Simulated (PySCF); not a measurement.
**Levels of Pr²⁸⁺ from EOM-EA-GCCSD**

Reference: closed-shell Pr²⁹⁺, [Ar] 3d10 4s2; one electron is added. Calculated with PySCF 2.14, two-component X2C-1e with screened spin-orbit coupling, an even-tempered Gaussian basis (19 s from 1.1 bohr⁻², ratio 2.6; 15 p from 1.4 bohr⁻², ratio 2.6; 10 d from 1.4 bohr⁻², ratio 2.6; 6 f from 1.4 bohr⁻², ratio 2.8); frozen [Ar]; the 94 highest virtual spinors dropped; of the others 68 kept and the rest restored at second order. No Breit or QED terms. Binding energies in eV.

```json
{"level": "4p1/2", "Koopmans": "1027.2", "second order": "1028.8", "EOM-CCSD": "1028.6"}
{"level": "4p3/2", "Koopmans": "997.99", "second order": "999.69", "EOM-CCSD": "999.60"}
```

For comparison, the ionisation energy of Pr²⁸⁺ is 1028 ± 4 eV (theoretical estimate listed by NIST; NIST Atomic Spectra Database, ionization energies).
